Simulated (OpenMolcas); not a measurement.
An atom or ion with 42 electrons was computed by MS-CASPT2, IPEA 0.25 Eh, imaginary shift 0.1 Eh with spin-orbit coupling (OpenMolcas, ANO-RCC-VQZP, DKH2). The lowest levels that the run gave, each within 12 % of the measured value where one is at hand:

| J | Parity | E (cm-1) | g |
| --- | --- | --- | --- |
| 4 | even | 0.0 | 1.493 |
| 3 | even | 2520 | 1.496 |
| 2 | even | 3750 | 1.497 |
| 1 | even | 4670 | 1.498 |
| 0 | even | 5090 |  |
| 4 | even | 21450 | 1.017 |
| 2 | even | 21630 | 1.478 |
| 6 | even | 22380 | 1.159 |
| 5 | even | 22680 | 1.078 |
| 3 | even | 25200 | 1.011 |
| 4 | even | 25770 | 1.020 |
| 2 | even | 26130 | 0.689 |

Question: Which ion is it, and what are the configurations and terms?

Answer: Ag⁵⁺ (Z = 47, charge +5; active space 6 electrons in 10 orbitals (4d 5d)). J, parity and g give the terms where levels are pure, and mixed ones are named by the computed weights; the size of the splittings, set against known spectra of the 42-electron sequence, gives the charge. In order, with the measured energies in cm-1 (the list in Gamrath, thesis, University of Mons (2023)): 4d6 5D4, 4d6 5D3 (2692), 4d6 5D2 (3953), 4d6 5D1 (4941), 4d6 5D0 (5380), 4d6 3H4 [37 %], 4d6 3P2(1) (21042), 4d6 3H6 (21512), 4d6 3H5 [74 %] (21812), 4d6 3F3(1) [75 %] (24441), 4d6 3H4 [51 %], 4d6 3F2(1) (25306).

CASPT2 breaks the degeneracy within a term, and the mean is taken; among the terms shown or strongly mixed into the levels shown the widest spread is 240 cm-1 (4d6 3H). Active for correlation alone: 5d; no level in the range computed is led by a configuration that fills it, so any true level of that kind is missing. Computed and measured levels are paired by configuration, term and J; levels that our copy of the source lacks, or whose pairing is in doubt (as where it misses far off the trend of its configuration), stay unpaired and out of the deviations. Levels of configurations outside the active space are missing.

A share in square brackets marks a mixed level and gives the weight of the term that names it. A number in round brackets counts repeated terms of one configuration in the order of the reference energies.
